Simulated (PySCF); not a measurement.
**Iodine: a sound run and one with changed settings**

Sound run: I [Kr] 4d10 5s2 5p5, I⁺ [Kr] 4d10 5s2 5p4. Computed with PySCF 2.14 in def2-SVP with the def2 core potential (28 electrons), with a scalar-relativistic core potential. The sound run starts from symmetry-adapted Hartree-Fock orbitals and uses a fine grid where one is needed.

Changed run: radial step 0.3 in ln r (0.13 in the sound run). This setting is unsound on purpose.

```json
{"species": "I", "method": "UHF", "sound run (hartree)": "-296.64961", "changed run (hartree)": "-296.64961", "converged": "yes"}
{"species": "I", "method": "TPSS", "sound run (hartree)": "-297.55833", "changed run (hartree)": "-297.54852", "converged": "yes"}
{"species": "I", "method": "M06-2X", "sound run (hartree)": "-297.60260", "changed run (hartree)": "-297.63888", "converged": "yes"}
{"species": "I⁺", "method": "UHF", "sound run (hartree)": "-296.29709", "changed run (hartree)": "-296.29709", "converged": "yes"}
{"species": "I⁺", "method": "TPSS", "sound run (hartree)": "-297.17100", "changed run (hartree)": "-297.16076", "converged": "yes"}
{"species": "I⁺", "method": "M06-2X", "sound run (hartree)": "-297.22279", "changed run (hartree)": "-297.26237", "converged": "yes"}
```

Ionisation energy of I:

| method | sound run (eV) | changed run (eV) |
| --- | --- | --- |
| UHF | 9.592 | 9.592 |
| TPSS | 10.540 | 10.551 |
| M06-2X | 10.335 | 10.245 |

A coarse radial grid mis-integrates the density and the exchange-correlation energy, with errors of either sign; Hartree-Fock needs no grid.

For comparison, NIST gives 10.451 eV between the lowest levels.
